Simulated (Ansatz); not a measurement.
Cost and result for the atomization energy of C₂H₉BO₂Si, SMILES `CCB(O)O[SiH3]` (15 atoms, 14 bonds).

| atom | x (Å) | y (Å) | z (Å) |
| --- | --- | --- | --- |
| C1 | -0.523 | -1.599 | 0.659 |
| C2 | 0.196 | -1.165 | -0.621 |
| B3 | 1.106 | 0.102 | -0.414 |
| O4 | 2.455 | -0.016 | -0.549 |
| O5 | 0.606 | 1.337 | -0.083 |
| Si6 | -0.884 | 1.991 | 0.148 |
| H7 | -1.156 | -2.472 | 0.486 |
| H8 | -1.167 | -0.809 | 1.057 |
| H9 | 0.190 | -1.861 | 1.446 |
| H10 | 0.804 | -1.989 | -1.003 |
| H11 | -0.552 | -0.947 | -1.393 |
| H12 | 2.904 | 0.820 | -0.389 |
| H13 | -1.246 | 1.922 | 1.587 |
| H14 | -1.913 | 1.276 | -0.652 |
| H15 | -0.821 | 3.409 | -0.280 |

Charge 0, multiplicity 1. The structure was optimised at the PBE0-D4/def2-TZVP level. It is one conformer, not always the lowest. Program: Ansatz. All runs use 2 threads of an AMD EPYC 7R13 on a shared host and a share of an NVIDIA H100 80 GB. Times are those of one run each, without the atoms' runs, and a repeat can differ threefold. Electronic energies, without spin–orbit coupling; frozen cores. CCSD(T)/CBS adds CCSD(T) − MP2 in def2-TZVPP to the MP2 limit, and its time is that of the two runs behind it. T1 = 0.012. B3LYP takes the VWN-RPA correlation (the form of Gaussian; ORCA's B3LYP/G).

CCSD(T)/CBS is a level of theory with its own doubt, some kJ/mol a heavy atom from the limit and from the frozen cores, so smaller differences don't rank the functionals.

| level | functions | wall time | atomization (kJ/mol) | difference from CCSD(T)/CBS | per bond |
| --- | --- | --- | --- | --- | --- |
| B3LYP-D4/def2-TZVPP (with forces) | 323 | 15 s | 5920.1 | -3.0 | -0.2 |
| r2SCAN-D4/def2-TZVPP (with forces) | 323 | 16 s | 5937.0 | 13.9 | 1.0 |
| PBE0-D4/def2-TZVPP | 323 | 18 s | 5906.9 | -16.2 | -1.2 |
| PBE-D4/def2-TZVPP (with forces) | 323 | 21 s | 5984.4 | 61.3 | 4.4 |
| ωB97M-V/def2-TZVPP (with forces) | 323 | 23 s | 5940.6 | 17.5 | 1.3 |
| MP2/def2-QZVPP | 625 | 32 s | 5957.6 | 34.5 | 2.5 |
| ωB97X-V/def2-TZVPP | 323 | 33 s | 5931.1 | 8.0 | 0.6 |
| B2PLYP/def2-TZVPP | 323 | 54 s | 5866.2 | -56.9 | -4.1 |
| CCSD(T)/def2-TZVPP | 323 | 73 s | 5785.5 | -137.6 | -9.8 |
| CCSD(T)/CBS(def2) | – | 110 s | 5923.1 | 0.0 | 0.0 |

The D4 term adds +48.9 kJ/mol with B3LYP and +26.2 kJ/mol with PBE0; it sums over pairs of atoms, weighted by their polarisabilities, and B3LYP, whose exchange is more repulsive, gets the larger term. From PBE to PBE0 (25 % exact exchange), in def2-TZVPP and without D4, the atomization energy moves by −72.9 kJ/mol: exact exchange takes away binding that semilocal exchange gives to molecules. In def2-TZVPP, CCSD(T) changes the Hartree–Fock value by +1308.3 kJ/mol (the triples alone add +69.7 kJ/mol) and MP2 by +1398.6 kJ/mol; breaking electron pairs costs correlation energy, which Hartree–Fock lacks.
